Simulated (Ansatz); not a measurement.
A run for Ansatz (a first-principles code): R-CCSD(T)/aug-cc-pVDZ on C2H3NO2 (a complex), monomers drawn apart or pushed together.

Ansatz 0.2 input:
```yaml
crystal:
  periodic: [false, false, false]
  atoms:
    - {symbol: C, position_ang: [0.29125762, 0.19456602, -0.14672380]}
    - {symbol: N, position_ang: [-0.25247303, -0.29445536, 0.73202798]}
    - {symbol: H, position_ang: [0.80142222, 0.65319044, -0.96423133]}
    - {symbol: O, position_ang: [0.94149272, 0.64845944, 3.61488600]}
    - {symbol: C, position_ang: [0.09886731, -0.08316356, 4.05942611]}
    - {symbol: O, position_ang: [-0.76784705, -0.80418183, 3.34775596]}
    - {symbol: H, position_ang: [-0.06613628, -0.25365103, 5.13278163]}
    - {symbol: H, position_ang: [-0.61408823, -0.64673207, 2.39021821]}
basis:
  gaussian:
    orbitals: aug-cc-pVDZ
magnetization: {spin_polarized: false}
correlation: {method: ccsd_t, electrons: outside_noble_gas}
scf: {lower_state_search: off}
```

Output:

```
WARN ansatz: RAYON_NUM_THREADS=2 ignored (pool sized by the plan → 2); use --threads N
Functional definition: HF
these checks for a lower state are left out or cut short: stability, starts, cluster_reference, orbital_swaps, neighbouring_geometries, increment
integrals: 0.36 GiB planned
1399 factors; integrals over basis functions are off by at most 7.5e-4 eV
mean field: 0.50 GiB planned
mean field evaluation 1: about -7660.4192 eV, gradient 4.7e1 eV
mean field evaluation 2: about -7660.4954 eV, gradient 4.7e1 eV
mean field evaluation 4: about -7665.0715 eV, gradient 4.7e0 eV
mean field evaluation 8: about -7665.1516 eV, gradient 5.0e-1 eV
mean field evaluation 16: about -7665.1535 eV, gradient 2.7e-6 eV
mean field -7665.15345563 eV, -281.6891938666 hartree, gradient 2.7e-6 eV, S^2 0.000000; 0 other end points of the search recorded, 0 dependent functions left out
5 core orbitals not correlated
reference -7665.15345563 eV, -281.6891938666 hartree; 14, 14 occupied and 123, 123 virtual orbitals, 1399 factors
second order -22.50151158 eV of doubles, -0.00000000 eV of singles
coupled cluster: 1.15 GiB planned
cycle   1  -22.12768605 eV  change    3.7e-1 eV  update   1.3e-1
cycle   2  -22.80229286 eV  change   -6.7e-1 eV  update   3.9e-2
cycle   3  -22.98489818 eV  change   -1.8e-1 eV  update   2.1e-2
cycle   4  -22.97396556 eV  change    1.1e-2 eV  update   5.2e-3
cycle   5  -22.97471429 eV  change   -7.5e-4 eV  update   2.2e-3
cycle   6  -22.97646408 eV  change   -1.7e-3 eV  update   6.0e-4
cycle   7  -22.97643557 eV  change    2.9e-5 eV  update   2.2e-4
cycle   8  -22.97634177 eV  change    9.4e-5 eV  update   7.0e-5
cycle   9  -22.97635618 eV  change   -1.4e-5 eV  update   3.0e-5
perturbative correction -0.89678355 eV, -0.0329561876 hartree
Total energy: -7689.02659535 eV, -282.5665155698 hartree
Checks for a lower state left out: stability, starts, cluster_reference, orbital_swaps, neighbouring_geometries, increment
```

The run converged.

Cost: about 20 core-seconds (a rough figure).
